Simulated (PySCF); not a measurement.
GaH2, SMILES [GaH2-] (connectivity only; charge and spin as stated), charge -1, multiplicity 1. Atoms are numbered in the order given.

```xyz
3

Ga     0.0000     0.0000    -0.0718
H      0.0000     1.2356     1.1124
H      0.0000    -1.2356     1.1124
```
Charge -1, spin multiplicity 1.

Geometry optimised at PBE0-D3(BJ)/def2-TZVPD.

Two levels are set side by side: PBE/pcSseg-2 (PySCF) and B3LYP/pcSseg-2 (PySCF). GIAO shifts against TMS (¹H) at the same level; non-relativistic, no solvent, atoms listed together averaged. Differences are taken from unrounded values.

```csv
quantity,PBE
"δ(¹H) of H2, H3 (ppm)",12.93
```

**Question.** These are the PBE values. What does B3LYP give? (The exact figures need the calculation; the answer reports its results.)

**Answer.** 
| quantity | B3LYP | PBE minus B3LYP |
|---|---|---|
| δ(¹H) of H2, H3 (ppm) | 12.47 | 0.46 |

Rough cost on one machine, each run with all the roots and properties that it gave: B3LYP against PBE within a factor of 2.
